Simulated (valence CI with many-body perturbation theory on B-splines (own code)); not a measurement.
Values are calculated unless marked as measured or tabulated.
# Hyperfine factors and g values of Pm4+

Method: configuration interaction combined with many-body perturbation theory (CI+MBPT): three valence electrons over a frozen Dirac-Fock core [Xe], a basis of 8 s, 8 p, 9 d, 9 f, 6 g, 3 h, 2 i functions for each j, with the one-electron correlation potential Σ1 (screened to all orders), the two-electron term Σ2, the three-electron term Σ3, Breit, model QED; the open f shell's mean field enters the energy denominators; selected single and double excitations, second order for the rest, scaled by the run's own slope (own B-spline code, finite nucleus).

Against measured spectra of neutral and singly charged lanthanides and actinides this method errs by a few hundred cm⁻¹ within a configuration and by up to about 5,000 between configurations. No measured levels were compared; by estimate terms of the open shell hold to a few per cent of their energy, and close levels can change places. Core correlation moves these levels by up to 3300 cm⁻¹, and in measured spectra 5 to 20 % of such shifts remained as error; rates that hang on mixing are uncertain with them. The list stops below the first excitations out of the core.

A/g_I is the dipole constant over the nuclear g factor μ/I (μ in nuclear magnetons, uniformly magnetised nucleus), B/Q the quadrupole constant per barn. Both hold the static response of the core; the bare values leave it out. Large factors of s and p1/2 electrons are usually good to 5 to 10 %; those of open d and f shells near neutrality can be off by tens of per cent, and small factors of p3/2, d and f electrons come from cancelling terms and can be off by a factor of two or in sign, in half-filled shells by more. B is blank for J = 1/2, where it vanishes, and for nearly pure S terms. Energies count from the lowest level.

Names give the largest LS component (configuration and term), which can be under half, so a name can repeat, a term be missing and a line seem to break the LS rules; names also repeat where a configuration has a term twice. Letters in brackets count levels of one name in rising energy.

| Level | E (eV) | g | A/g_I (MHz) | A/g_I bare | B/Q (MHz/b) | B/Q bare |
| --- | --- | --- | --- | --- | --- | --- |
| 4f3 4I°_9/2 | 0.000 | 0.733 | 816 | 844 | 306 | 334 |
| 4f3 4I°_11/2 | 0.308 | 0.966 | 626 | 664 | 310 | 334 |
| 4f3 4I°_13/2 | 0.630 | 1.106 | 513 | 558 | 339 | 364 |
| 4f3 4I°_15/2 | 0.960 | 1.197 | 445 | 494 | 386 | 414 |
| 4f3 4F°_3/2 | 1.701 | 0.432 | 938 | 938 | -207 | -224 |
| 4f3 2H°_9/2 [a] | 1.857 | 1.002 | 659 | 705 | -293 | -317 |
| 4f3 4F°_5/2 | 1.875 | 1.031 | 532 | 569 | -197 | -215 |
| 4f3 4F°_7/2 | 2.027 | 1.207 | 439 | 490 | -370 | -404 |
| 4f3 4S°_3/2 | 2.053 | 1.949 | -71.5 | 22.8 |  |  |
| 4f3 4F°_9/2 | 2.232 | 1.232 | 428 | 480 | -336 | -365 |
| 4f3 2H°_11/2 [a] | 2.397 | 1.099 | 489 | 530 | -88.3 | -98.8 |
| 4f3 2G°_7/2 [a] | 2.585 | 0.945 | 634 | 670 | -84.8 | -88.5 |
| 4f3 4G°_5/2 | 2.586 | 0.575 | 884 | 896 | -39.9 | -37.6 |
| 4f3 2K°_13/2 | 2.873 | 0.935 | 634 | 670 | 1040 | 1130 |
| 4f3 4G°_7/2 | 2.882 | 0.958 | 564 | 594 | -274 | -296 |
| 4f3 4G°_9/2 | 2.960 | 1.146 | 484 | 532 | 76.5 | 85.8 |
| 4f3 2D°_3/2 [a] | 3.179 | 1.045 | 478 | 512 | -106 | -114 |
| 4f3 2K°_15/2 | 3.193 | 1.061 | 534 | 575 | 1120 | 1200 |
| 4f3 2G°_9/2 [a] | 3.202 | 1.133 | 438 | 478 | -387 | -417 |
| 4f3 4G°_11/2 | 3.281 | 1.257 | 411 | 465 | -23.2 | -25.8 |
| 4f3 2P°_1/2 | 3.505 | 0.612 | 1440 | 1510 |  |  |
| 4f3 2D°_5/2 [a] | 3.592 | 1.195 | 444 | 493 | -500 | -542 |
| 4f3 2P°_3/2 | 3.983 | 1.101 | 456 | 494 | -208 | -222 |
| 4f3 4D°_3/2 | 4.243 | 1.131 | 629 | 689 | 65.1 | 72.1 |
| 4f3 4D°_5/2 | 4.262 | 1.323 | 456 | 524 | 343 | 373 |
| 4f3 2I°_11/2 | 4.335 | 0.954 | 582 | 616 | 730 | 782 |
| 4f3 4D°_1/2 | 4.342 | 0.049 | 1640 | 1660 |  |  |
| 4f3 2L°_15/2 | 4.438 | 0.947 | 586 | 619 | 1740 | 1880 |
| 4f3 2I°_13/2 | 4.567 | 1.074 | 539 | 584 | 667 | 721 |
| 4f3 4D°_7/2 | 4.620 | 1.424 | 229 | 286 | 904 | 975 |
| 4f3 2L°_17/2 | 4.671 | 1.058 | 532 | 573 | 1850 | 2000 |
| 4f3 2H°_9/2 [b] | 4.867 | 0.912 | 599 | 629 | 401 | 434 |
| 4f3 2D°_3/2 [b] | 5.050 | 0.872 | 586 | 604 | 156 | 167 |
| 4f3 2H°_11/2 [b] | 5.105 | 1.063 | 505 | 544 | 311 | 337 |
| 4f3 2D°_5/2 [b] | 5.185 | 1.169 | 515 | 567 | 265 | 284 |
| 4f3 2F°_5/2 [a] | 5.838 | 0.930 | 637 | 671 | 518 | 563 |
| 4f3 2F°_7/2 [a] | 6.043 | 1.144 | 470 | 516 | 262 | 285 |
| 4f3 2G°_9/2 [b] | 7.123 | 1.109 | 516 | 564 | 647 | 700 |
| 4f3 2G°_7/2 [b] | 7.278 | 0.891 | 577 | 602 | 752 | 812 |
| 4f3 2F°_7/2 [b] | 10.086 | 1.141 | 435 | 478 | 1350 | 1450 |

(1) Take the isotope of mass number 147, with I = 7/2, μ = 2.58 μN and Q = 0.74 b. What is the hyperfine structure of 4f3 2H°_9/2 [a]?

## Answers

(1) From the table A = 485 MHz, B = -217 MHz. Shifts from the centre of gravity in MHz: F = 1: -9440, F = 2: -8430, F = 3: -6940, F = 4: -4960, F = 5: -2500, F = 6: 419, F = 7: 3790, F = 8: 7580.
